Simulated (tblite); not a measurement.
Species: C₆H₁₂N₂.
SMILES with atom numbers: `[CH3:1][C:2]([CH3:3])([CH2:4][NH2:5])[CH2:6][C:7]#[N:8]` (hydrogens: H9, H10, H11 on C1; H12, H13, H14 on C3; H15, H16 on C4; H17, H18 on N5; H19, H20 on C6)

The geometry is computed with GFN2-xTB (gas phase).

(1) Give the optimised bond lengths and angles.

Answers

(1) 
```json
{"bond": "C1–C2, C2–C3", "length (Å)": "1.529"}
{"bond": "C2–C4", "length (Å)": "1.541"}
{"bond": "C4–N5", "length (Å)": "1.456"}
{"bond": "C2–C6", "length (Å)": "1.543"}
{"bond": "C6–C7", "length (Å)": "1.437"}
{"bond": "C7≡N8", "length (Å)": "1.144"}
{"bond": "C1–H9 and 5 like bonds", "length (Å)": "1.088"}
{"bond": "C4–H15", "length (Å)": "1.103"}
{"bond": "C4–H16", "length (Å)": "1.094"}
{"bond": "N5–H17, N5–H18", "length (Å)": "1.014"}
{"bond": "C6–H19, C6–H20", "length (Å)": "1.093"}
```

Bonds in one row agree within 0.01 Å and their mean is given. A selection of angles:
```json
{"angle": "C1–C2–C3", "degrees": "109.6"}
{"angle": "C1–C2–C4", "degrees": "109.2"}
{"angle": "C1–C2–C6", "degrees": "110.3"}
{"angle": "C3–C2–C4", "degrees": "110.8"}
{"angle": "C4–C2–C6", "degrees": "108.4"}
{"angle": "C2–C4–N5", "degrees": "111.1"}
{"angle": "C2–C6–C7", "degrees": "112.1"}
{"angle": "C6–C7–N8", "degrees": "179.6"}
{"angle": "H17–N5–C4", "degrees": "110.4"}
{"angle": "H18–N5–C4", "degrees": "110.3"}
```

Dihedral angles: C1–C2–C4–N5 178° (antiperiplanar); C1–C2–C6–C7 -54° (synclinal). The mirror-image conformer, all signs reversed, is as good.

The 5 C–C bonds span 1.437 Å (C6–C7, drawn single) to 1.543 Å (C2–C6, drawn single), a spread of 0.106 Å. Of the pairs four or more bonds apart, C7···H11 is among the closest relative to their van der Waals radii: 2.58 Å, 89 % of the sum of Bondi's values. The 2 C–N bonds span 1.144 Å (C7≡N8, drawn triple) to 1.456 Å (C4–N5, drawn single), a spread of 0.312 Å. N5 (primary amine nitrogen) is pyramidal (angles 110.4°, 110.3° and 107.6°, sum 328.3°, 0.38 Å off the plane of its three neighbours).

Point group: C1 (no symmetry element, even within 0.4 Å). Its GFN2-xTB frequencies are all real (lowest 62 cm⁻¹). One conformer, not necessarily the lowest (C1–C2–C4–N5 178°, C2–C4–N5–H 78° and -164°, C1–C2–C6–C7 -54°).
